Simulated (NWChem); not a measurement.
System: C5H3N; SMILES C(/C=C/C#N)#C

NWChem input:

```
start job
memory heap 200 mb stack 900 mb global 1100 mb
geometry units angstroms noautosym nocenter noautoz
  C     -0.118029    -3.036599     0.000000
  C      0.126246    -1.834131     0.000000
  C      0.453823    -0.457840     0.000000
  C     -0.471129     0.547828     0.000000
  C     -0.112519     1.924606     0.000000
  N      0.158980     3.068746     0.000000
  H     -0.342847    -4.094560     0.000000
  H      1.527129    -0.196549     0.000000
  H     -1.548555     0.313423     0.000000
end
basis spherical
  * library def2-svp
end
dft
  xc m06-2x
  iterations 150
end
cosmo
  do_cosmo_smd true
  solvent benzene
end
task dft energy
```

Output (shortened):

```
             Northwest Computational Chemistry Package (NWChem) 7.3.0
             --------------------------------------------------------

                             Geometry "geometry" -> ""
                             -------------------------

 Output coordinates in angstroms (scale by  1.889725989 to convert to a.u.)

  No.       Tag          Charge          X              Y              Z
 ---- ---------------- ---------- -------------- -------------- --------------
    1 C                    6.0000    -0.11802900    -3.03659900     0.00000000
    2 C                    6.0000     0.12624600    -1.83413100     0.00000000
    3 C                    6.0000     0.45382300    -0.45784000     0.00000000
    4 C                    6.0000    -0.47112900     0.54782800     0.00000000
    5 C                    6.0000    -0.11251900     1.92460600     0.00000000
    6 N                    7.0000     0.15898000     3.06874600     0.00000000
    7 H                    1.0000    -0.34284700    -4.09456000     0.00000000
    8 H                    1.0000     1.52712900    -0.19654900     0.00000000
    9 H                    1.0000    -1.54855500     0.31342300     0.00000000

 Effective nuclear repulsion energy (a.u.)     160.5074431028

                                 NWChem DFT Module
                                 -----------------

 Summary of "ao basis" -> "ao basis" (spherical)
 ------------------------------------------------------------------------------
       Tag                 Description            Shells   Functions and Types
 ---------------- ------------------------------  ------  ---------------------
 C                          def2-svp                 6       14   3s2p1d
 N                          def2-svp                 6       14   3s2p1d
 H                          def2-svp                 3        5   2s1p

 in cosmo_initialize ...
 calling solv_data for solv:benzene

 solvent parameters
 solvname_short: benzene
 solvname_long:  benzene
 dielec:        2.2706
 dielecinf:     2.2533
 nonaqueous SMD model solvent descriptors
 dielec:        2.2706
 sola:          0.0000
 solb:          0.1400
 solc:          1.0000
 solg:         40.6200
 solh:          0.0000
 soln:          1.5011

          ---------------
          -cosmo- solvent
          ---------------
 Cosmo: York-Karplus, doi: 10.1021/jp992097l
 dielectric constant -eps-     =   2.27
 screen = (eps-1)/(eps    )    =   0.55959
 surface charge correction     = lagrangian

   van der Waals surface
 --------------------------

 ---------- ATOMIC COORDINATES (A.U.) ------------ VDWR(ANG.) --
     1   -0.22304247   -5.73834005    0.00000000     1.850
     2    0.23857035   -3.46600502    0.00000000     1.850
     3    0.85760112   -0.86519215    0.00000000     1.850
     4   -0.89030472    1.03524481    0.00000000     1.850
     5   -0.21263008    3.63697798    0.00000000     1.850
     6    0.30042864    5.79908907    0.00000000     1.890
     7   -0.64788689   -7.73759644    0.00000000     1.200
     8    2.88585536   -0.37142375    0.00000000     1.200
     9   -2.92634463    0.59228359    0.00000000     1.200
 number of segments per atom =        128
 number of   points per atom =        128
 atom (   nspa,  nppa )
 ----------------------
    1 (     80,     0 )       0
    2 (     58,     0 )       0
    3 (     44,     0 )       0
    4 (     44,     0 )       0
    5 (     56,     0 )       0
    6 (     92,     0 )       0
    7 (     50,     0 )       0
    8 (     52,     0 )       0
    9 (     52,     0 )       0
 number of -cosmo- surface points =      528
 molecular surface =    125.231 angstrom**2
 molecular volume  =    100.539 angstrom**3
 -lineq- algorithm             =   0
 -bem- low  level              =   3
 -bem- from -octahedral-
 gaussian surface charge width =   4.50000
 degree of switching           =   1.00000
 switching function tolerance  =   0.00010
 atomic radii =
 --------------
    1  6.000  1.850
    2  6.000  1.850
    3  6.000  1.850
    4  6.000  1.850
    5  6.000  1.850
    6  7.000  1.890
    7  1.000  1.200
    8  1.000  1.200
    9  1.000  1.200
 ...... end of -cosmo- initialization ......

[...]

                                COSMO-SMD solvation results
                                ---------------------------

             internal energy in gas <Psi(g)|H|Psi(g)> =      -246.685366542521
         internal energy in solvent <Psi(s)|H|Psi(s)> =      -246.684686804617
                               delta internal energy  =         0.000679737904 (    0.43 kcal/mol)
   total free energy in solvent <Psi(s)|H+V/2|Psi(s)> =      -246.692375102488
 polarization energy contribution <Psi(s)|V/2|Psi(s)> =        -0.007688297871 (   -4.82 kcal/mol)
    total free energy in solvent including G(SMD-CDS) =      -246.692532853279
                       G(SMD-CDS) energy contribution =        -0.000157750791 (   -0.10 kcal/mol)
     1 M fixed-concentration free energy of solvation =        -0.007166310758 (   -4.50 kcal/mol)

                       DFT Final Molecular Orbital Analysis
                       ------------------------------------

 Vector   18  Occ=2.000000D+00  E=-4.104293D-01
              MO Center= -5.0D-02,  2.3D+00, -1.4D-10, r^2= 2.0D+00
   Bfn.  Coefficient  Atom+Function         Bfn.  Coefficient  Atom+Function
  ----- ------------  ---------------      ----- ------------  ---------------
    74      0.421598  6 N  px                60     -0.379100  5 C  px
    77     -0.252766  6 N  px                63     -0.234885  5 C  px
    95     -0.146752  9 H  s                 46      0.131147  4 C  px
    75     -0.116329  6 N  py                49      0.088915  4 C  px
    33      0.072493  3 C  py                78      0.069253  6 N  py

 Vector   19  Occ=2.000000D+00  E=-3.616132D-01
              MO Center=  5.0D-02, -2.3D+00, -2.9D-11, r^2= 2.0D+00
   Bfn.  Coefficient  Atom+Function         Bfn.  Coefficient  Atom+Function
  ----- ------------  ---------------      ----- ------------  ---------------
     4      0.412057  1 C  px                18      0.395369  2 C  px
     7      0.247438  1 C  px                21      0.237098  2 C  px
    90     -0.135001  8 H  s                 32     -0.111515  3 C  px
    45      0.096347  4 C  s                  5     -0.085232  1 C  py
    19     -0.076785  2 C  py                47     -0.073778  4 C  py

 Vector   20  Occ=2.000000D+00  E=-3.192689D-01
              MO Center= -5.3D-02, -5.3D-01, -3.9D-10, r^2= 5.3D+00
   Bfn.  Coefficient  Atom+Function         Bfn.  Coefficient  Atom+Function
  ----- ------------  ---------------      ----- ------------  ---------------
    48     -0.321069  4 C  pz                 6      0.318410  1 C  pz
    51     -0.247144  4 C  pz                34     -0.244801  3 C  pz
    76     -0.235945  6 N  pz                20      0.234691  2 C  pz
     9      0.208050  1 C  pz                37     -0.179718  3 C  pz
    79      0.166498  6 N  pz                23      0.158875  2 C  pz

 Vector   21  Occ=0.000000D+00  E=-5.675740D-02
              MO Center=  5.2D-03, -1.6D-01,  4.0D-10, r^2= 5.0D+00
   Bfn.  Coefficient  Atom+Function         Bfn.  Coefficient  Atom+Function
  ----- ------------  ---------------      ----- ------------  ---------------
    37      0.414438  3 C  pz                51     -0.404942  4 C  pz
    34      0.348295  3 C  pz                48     -0.319372  4 C  pz
     9     -0.316393  1 C  pz                 6     -0.269244  1 C  pz
    79      0.246560  6 N  pz                76     -0.239489  6 N  pz
    62     -0.137346  5 C  pz                23      0.132939  2 C  pz

 Vector   22  Occ=0.000000D+00  E= 5.166035D-02
              MO Center=  1.0D-01, -1.2D+00,  1.5D-10, r^2= 5.7D+00
   Bfn.  Coefficient  Atom+Function         Bfn.  Coefficient  Atom+Function
  ----- ------------  ---------------      ----- ------------  ---------------
    31      0.710603  3 C  s                 91     -0.580259  8 H  s
     7     -0.568670  1 C  px                59     -0.486914  5 C  s
    45      0.458791  4 C  s                 21      0.453515  2 C  px
    22     -0.387966  2 C  py                96     -0.381539  9 H  s
     4     -0.327175  1 C  px                18      0.318258  2 C  px

 Vector   23  Occ=0.000000D+00  E= 6.032157D-02
              MO Center= -1.1D-01,  1.1D+00, -6.5D-11, r^2= 5.8D+00
   Bfn.  Coefficient  Atom+Function         Bfn.  Coefficient  Atom+Function
  ----- ------------  ---------------      ----- ------------  ---------------
    31      0.826715  3 C  s                 96     -0.499465  9 H  s
    77      0.456923  6 N  px                63     -0.391825  5 C  px
    60     -0.383933  5 C  px                49     -0.377369  4 C  px
    74     -0.361514  6 N  px                21     -0.327175  2 C  px
    17     -0.303872  2 C  s                  7      0.300682  1 C  px

     Multipole analysis of the density
     ---------------------------------

     L   x y z        total         alpha         beta         nuclear
     -   - - -        -----         -----         ----         -------
     0   0 0 0     -0.000000    -20.000000    -20.000000     40.000000

     1   1 0 0     -0.249635     -0.142712     -0.142712      0.035790
     1   0 1 0     -1.794359     -1.243680     -1.243680      0.693000
     1   0 0 1      0.000000      0.000000      0.000000      0.000000

     2   2 0 0    -23.468427    -25.745812    -25.745812     28.023198
     2   1 1 0     -0.289510     -1.394502     -1.394502      2.499494
     2   1 0 1      0.000000      0.000000      0.000000      0.000000
     2   0 2 0    -29.821355   -342.762180   -342.762180    655.703004
     2   0 1 1     -0.000000     -0.000000     -0.000000      0.000000
     2   0 0 2    -26.829271    -13.414635    -13.414635      0.000000
```

Level: M06-2X/def2-SVP, SMD on the gas-phase geometry. The geometry was optimised at PBE-D3(BJ)/def2-SVP. Solvent: benzene.
